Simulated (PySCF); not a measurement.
CH5BiO, SMILES C[O][BiH2].

The structure is a stationary point at B3LYP-D3(BJ)/def2-SVP. The def2 effective core potentials stand for the cores of Bi; spin–orbit coupling is left out.

Computed with TDA-B3LYP/def2-SVPD (PySCF).

Vertical excitations.  State labels are in the subgroup Cs.

```
state  symmetry  energy (eV)  λ (nm)      f                                                                  main pairs
-----  --------  -----------  ------  -----  --------------------------------------------------------------------------
S1           A"         4.37     284  0.001                                                              HOMO→LUMO 99 %
S2           A'         5.32     233  0.013                                          HOMO−2→LUMO 59 %, HOMO−1→LUMO 39 %
S3           A'         5.46     227  0.073                        HOMO−1→LUMO 37 %, HOMO−2→LUMO 30 %, HOMO→LUMO+2 29 %
S4           A"         5.70     217  0.007                                                            HOMO→LUMO+1 98 %
S5           A'         5.99     207  0.059  HOMO→LUMO+2 57 %, HOMO−1→LUMO 12 %, HOMO−2→LUMO+1 12 %, HOMO−1→LUMO+1 10 %
S6           A"         6.29     197  0.006                    HOMO−1→LUMO+2 59 %, HOMO−2→LUMO+2 25 %, HOMO−3→LUMO 15 %
S7           A"         6.35     195  0.007                                        HOMO−3→LUMO 79 %, HOMO−1→LUMO+2 20 %
S8           A'         6.41     194  0.188                                                          HOMO−1→LUMO+1 81 %
S9           A'         6.80     182  0.161                                                          HOMO−2→LUMO+1 73 %
S10          A"         6.89     180  0.039                  HOMO−2→LUMO+2 55 %, HOMO−3→LUMO+1 24 %, HOMO−1→LUMO+2 12 %
T1           A"         3.96     313      0                                                              HOMO→LUMO 98 %
T2           A'         4.37     284      0                                                            HOMO−1→LUMO 95 %
T3           A'         4.78     259      0                                                            HOMO−2→LUMO 95 %
T4           A"         5.33     233      0                    HOMO−1→LUMO+2 34 %, HOMO−2→LUMO+2 32 %, HOMO→LUMO+1 26 %
```
Triplets are in the Tamm–Dancoff approximation.
